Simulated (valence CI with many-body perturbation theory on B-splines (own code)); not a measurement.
E1 transitions of Ba XXIV

Computed by valence CI with perturbative core correlation (CI+MBPT): five valence electrons over a frozen Dirac-Fock core [Ar] 3d10, radial functions for each j: 11 s, 11 p, 10 d, 8 f, 5 g, 2 h, with the one-electron correlation potential Σ1 (screened to all orders), the two-electron term Σ2, the three-electron term Σ3, Breit, model QED; selected single and double excitations, second order for the rest, scaled by the run's own slope (own B-spline code, finite nucleus).

No measured spectrum was set against this ion. As an estimate, levels hold to about 250 cm⁻¹ or 0.2 % of their energy and the worst to 1 %, as in measured heavy ions of charge 2 to 7; those with d or f electrons hold less well. Among the levels kept, up to 2200 cm⁻¹ of a level comes from second order outside the variational space, and about a tenth of that is noise between levels of different J, which matters for small intervals.

Lines 101 to 150 of 554 in falling wavelength, among levels below 1961800 cm⁻¹, chosen from the strongest by gf and those to the six lowest levels. Wavelengths and rates use the calculated energies, so an error of 2000 cm⁻¹ moves a line at 149.1 Å by 0.3 % and its rate by three times that or more. Electric multipoles are in the length gauge, E1 and E2 with the static RPA response of the core. Weak lines are less certain than strong ones. Lines between different terms over intervals too small for the method are left out, as are lines whose strength nearly cancels. Where a level lies close to another of its J and parity, the split of strength between their lines is uncertain. The highest levels of a list are the least certain.

Levels are named by their leading jj configuration (3d3/2^4 stands for four electrons in 3d with j = 3/2), which in mixed levels can hold well under half, so a name can repeat and another be missing. Letters in brackets count levels of one name in rising energy.

| λ vac (Å) | Upper | Lower | A (s⁻¹) | log gf | Branch % |
| --- | --- | --- | --- | --- | --- |
| 149.1 | (4s 4p1/2 4p3/2^2 4d5/2) J=5/2 [b] | (4s^2 4p1/2 4p3/2 4d3/2) J=7/2 | 2.02e+10 | -0.39 | 22.0 |
| 148.8 | (4s 4p1/2 4p3/2^2 4d3/2) J=7/2 [c] | (4s^2 4p1/2 4p3/2 4d3/2) J=7/2 | 1.54e+10 | -0.39 | 5.2 |
| 147.9 | (4s 4p1/2 4p3/2^2 4d5/2) J=5/2 [c] | (4s^2 4p1/2 4p3/2 4d5/2) J=7/2 [a] | 1.32e+10 | -0.58 | 7.4 |
| 147.4 | (4s 4p1/2 4p3/2^3) J=1/2 | (4s^2 4p1/2 4p3/2^2) J=3/2 | 3.92e+10 | -0.59 | 52.8 |
| 147.3 | (4s 4p1/2 4p3/2^2 4d3/2) J=3/2 [d] | (4s^2 4p1/2 4p3/2 4d3/2) J=5/2 [a] | 4.41e+10 | -0.24 | 26.1 |
| 147.2 | (4s 4p1/2 4p3/2^2 4d5/2) J=3/2 [e] | (4s^2 4p1/2 4p3/2 4d5/2) J=1/2 | 1.50e+10 | -0.71 | 3.8 |
| 146.7 | (4s 4p1/2 4p3/2^2 4d5/2) J=7/2 [c] | (4s^2 4p1/2 4p3/2 4d5/2) J=7/2 [a] | 1.23e+10 | -0.50 | 11.3 |
| 146.7 | (4s^2 4p1/2 4p3/2 4d5/2) J=3/2 [b] | (4s^2 4p3/2^3) J=3/2 | 6.76e+08 | -2.06 | 0.6 |
| 146.4 | (4s 4p3/2^3 4d3/2) J=1/2 | (4s^2 4p3/2^2 4d3/2) J=3/2 [a] | 3.07e+10 | -0.70 | 7.3 |
| 146.3 | (4s 4p1/2 4p3/2^2 4d5/2) J=7/2 [d] | (4s^2 4p1/2 4p3/2 4d5/2) J=9/2 | 3.28e+10 | -0.07 | 28.0 |
| 145.8 | (4s 4p1/2 4p3/2^2 4d5/2) J=7/2 [e] | (4s^2 4p1/2 4p3/2 4d5/2) J=9/2 | 4.09e+10 | 0.02 | 36.5 |
| 145.7 | (4s 4p1/2 4p3/2^2 4d5/2) J=5/2 [d] | (4s^2 4p1/2 4p3/2 4d5/2) J=7/2 [a] | 8.75e+09 | -0.78 | 7.3 |
| 145.6 | (4s^2 4p1/2 4p3/2 4f5/2) J=3/2 [a] | (4s^2 4p3/2^2 4d3/2) J=5/2 | 1.42e+10 | -0.74 | 4.9 |
| 145.5 | (4s^2 4p1/2 4p3/2 4f5/2) J=5/2 [c] | (4s^2 4p3/2^2 4d3/2) J=7/2 | 1.76e+10 | -0.47 | 4.5 |
| 145.5 | (4s^2 4p1/2 4p3/2 4d3/2) J=1/2 [a] | (4s^2 4p1/2 4p3/2^2) J=1/2 | 6.58e+09 | -1.38 | 22.6 |
| 145.4 | (4s^2 4p1/2 4p3/2 4f7/2) J=3/2 | (4s^2 4p3/2^2 4d5/2) J=5/2 [b] | 1.35e+10 | -0.77 | 3.0 |
| 145.2 | (4s 4p1/2 4p3/2^3) J=3/2 [b] | (4s^2 4p1/2 4p3/2^2) J=3/2 | 4.28e+08 | -2.27 | 0.8 |
| 144.9 | (4p1/2^2 4p3/2^3) J=3/2 | (4s 4p1/2^2 4p3/2^2) J=5/2 | 5.93e+09 | -1.13 | 11.1 |
| 144.8 | (4s 4p3/2^3 4d5/2) J=7/2 [b] | (4s^2 4p3/2^2 4d5/2) J=9/2 | 3.24e+10 | -0.09 | 21.4 |
| 144.5 | (4s^2 4p1/2 4p3/2 4d5/2) J=5/2 [b] | (4s^2 4p3/2^3) J=3/2 | 8.85e+08 | -1.78 | 0.2 |
| 144.3 | (4s 4p1/2 4p3/2^2 4d5/2) J=5/2 [g] | (4s^2 4p1/2 4p3/2 4d5/2) J=7/2 [b] | 7.51e+10 | 0.15 | 36.2 |
| 143.9 | (4s 4p1/2 4p3/2^2 4d3/2) J=1/2 [c] | (4s^2 4p1/2 4p3/2 4d3/2) J=3/2 [a] | 3.55e+10 | -0.66 | 8.6 |
| 143.4 | (4s 4p1/2 4p3/2^2 4d5/2) J=5/2 [d] | (4s^2 4p1/2 4p3/2 4d3/2) J=7/2 | 1.09e+10 | -0.70 | 9.1 |
| 143.2 | (4s^2 4p1/2 4d3/2 4d5/2) J=7/2 [b] | (4s^2 4p3/2^2 4d5/2) J=9/2 | 1.54e+10 | -0.42 | 4.9 |
| 143.1 | (4s 4p1/2 4p3/2^2 4d5/2) J=3/2 [e] | (4s^2 4p1/2 4p3/2 4d5/2) J=5/2 [b] | 2.87e+10 | -0.45 | 7.2 |
| 142.7 | (4s^2 4p1/2 4p3/2 4f5/2) J=3/2 [b] | (4s^2 4p3/2^2 4d3/2) J=5/2 | 2.19e+10 | -0.57 | 5.4 |
| 142.6 | (4s^2 4p1/2 4p3/2 4d3/2) J=3/2 [a] | (4s^2 4p1/2 4p3/2^2) J=1/2 | 6.01e+09 | -1.13 | 5.8 |
| 142.4 | (4s^2 4p1/2 4d3/2 4d5/2) J=7/2 [a] | (4s^2 4p1/2 4p3/2 4d5/2) J=7/2 [b] | 1.72e+10 | -0.38 | 15.1 |
| 141.8 | (4s^2 4p1/2 4p3/2 4f7/2) J=5/2 [a] | (4s^2 4p3/2^2 4d3/2) J=7/2 | 5.17e+10 | -0.03 | 9.6 |
| 141.2 | (4s^2 4p3/2 4d3/2 4d5/2) J=7/2 [d] | (4s^2 4p3/2^2 4d5/2) J=5/2 [b] | 1.43e+10 | -0.47 | 7.1 |
| 140.8 | (4s^2 4p1/2 4p3/2 4d3/2) J=5/2 [a] | (4s^2 4p1/2 4p3/2^2) J=5/2 | 2.06e+09 | -1.44 | 49.7 |
| 140.6 | (4s^2 4p1/2 4p3/2 4d5/2) J=1/2 | (4s^2 4p3/2^3) J=3/2 | 1.65e+10 | -1.01 | 5.1 |
| 140.4 | (4s 4p1/2^2 4p3/2 4d3/2) J=3/2 [c] | (4s^2 4p1/2^2 4d3/2) J=3/2 | 2.07e+10 | -0.61 | 15.2 |
| 139.7 | (4s 4p1/2^2 4p3/2 4d3/2) J=5/2 [a] | (4s 4p1/2^2 4p3/2^2) J=5/2 | 4.30e+09 | -1.12 | 52.0 |
| 139.1 | (4s 4p3/2^3 4d3/2) J=7/2 | (4s^2 4p1/2 4p3/2 4d5/2) J=5/2 [b] | 1.04e+10 | -0.62 | 3.1 |
| 139.0 | (4s 4p1/2^2 4p3/2 4d3/2) J=3/2 [a] | (4s 4p1/2^2 4p3/2^2) J=5/2 | 1.07e+10 | -0.90 | 58.6 |
| 138.6 | (4s 4p1/2^2 4p3/2 4d3/2) J=7/2 [a] | (4s 4p1/2^2 4p3/2^2) J=5/2 | 1.21e+09 | -1.56 | 27.8 |
| 138.2 | (4s 4p1/2 4p3/2^2 4d5/2) J=3/2 [d] | (4s^2 4p1/2 4p3/2 4d5/2) J=5/2 [a] | 2.39e+10 | -0.56 | 11.1 |
| 137.7 | (4s^2 4p1/2^2 4f7/2) J=7/2 | (4s^2 4p1/2 4p3/2 4d5/2) J=9/2 | 3.05e+10 | -0.16 | 23.8 |
| 137.0 | (4s^2 4p1/2 4p3/2 4d3/2) J=7/2 | (4s^2 4p1/2 4p3/2^2) J=5/2 | 6.96e+08 | -1.81 | 100.0 |
| 136.9 | (4s 4p3/2^3 4d5/2) J=5/2 [c] | (4s^2 4p3/2^2 4d5/2) J=7/2 | 1.63e+10 | -0.56 | 10.1 |
| 136.8 | (4s 4p1/2 4p3/2^3) J=3/2 [a] | (4s^2 4p1/2^2 4p3/2) J=3/2 | 1.02e+09 | -1.94 | 7.4 |
| 136.3 | (4s 4p1/2 4p3/2^2 4d5/2) J=5/2 [e] | (4s^2 4p1/2 4p3/2 4d3/2) J=7/2 | 1.80e+10 | -0.52 | 17.2 |
| 136.3 | (4s^2 4p1/2 4p3/2 4f7/2) J=7/2 | (4s^2 4p3/2^2 4d5/2) J=9/2 | 5.16e+10 | 0.06 | 19.6 |
| 135.7 | (4s^2 4p1/2 4p3/2 4d3/2) J=3/2 [a] | (4s^2 4p1/2 4p3/2^2) J=5/2 | 5.54e+10 | -0.21 | 53.2 |
| 135.7 | (4s 4p1/2 4p3/2^2 4d5/2) J=5/2 [f] | (4s^2 4p1/2 4p3/2 4d3/2) J=7/2 | 2.01e+10 | -0.48 | 16.8 |
| 135.6 | (4s^2 4p1/2 4p3/2 4d3/2) J=5/2 [a] | (4s^2 4p1/2 4p3/2^2) J=3/2 | 3.60e+08 | -2.23 | 8.7 |
| 134.7 | (4s^2 4p1/2 4p3/2 4f5/2) J=5/2 [b] | (4s^2 4p3/2^2 4d5/2) J=7/2 | 1.18e+10 | -0.72 | 4.2 |
| 134.2 | (4s^2 4p1/2 4p3/2 4f7/2) J=7/2 | (4s^2 4p3/2^2 4d5/2) J=7/2 | 1.25e+10 | -0.57 | 4.7 |
| 133.3 | (4s^2 4p1/2 4p3/2 4d3/2) J=1/2 [a] | (4s^2 4p1/2 4p3/2^2) J=3/2 | 2.05e+10 | -0.96 | 70.4 |

(1) How does gf follow from A for the line at 134.7 Å?

Answers

(1) gf = 1.4992 × (2J+1)_upper × A / σ², with σ = 742499 cm⁻¹ and 2J+1 = 6: gf = 0.193.
